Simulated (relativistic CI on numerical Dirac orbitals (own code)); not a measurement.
# Co³⁺ (3d6) in a crystal field

Calculated by Dirac-Coulomb-Breit CI, orbitals from a KLI potential per configuration, QED by a radiative potential, valence Slater integrals scaled by 0.85, one configuration in a parametric crystal field (own radial code).

Field parameters in Wybourne normalisation: Oh B⁴₀ = 21Dq, B⁴₄ = √(5/14) B⁴₀. The field is a parameter set, without covalency.

S is read from ⟨S²⟩ = S(S + 1).

Levels (cm⁻¹, degeneracy): 0 (1), 15000 (2), 15002 (3), 15296 (3), 15472 (1), 16823 (3), 17129 (3), 17215 (2), 17734 (3), 17852 (3), 17977 (1), 22053 (3).

Question: Which field gives this pattern?
A. Oh, 10Dq = 33800 cm⁻¹
B. Oh, 10Dq = 14050 cm⁻¹
C. Oh, 10Dq = 17300 cm⁻¹
D. Oh, 10Dq = 27250 cm⁻¹

Answer: D. Oh, 10Dq = 27250 cm⁻¹, ground level with S = 0.01.
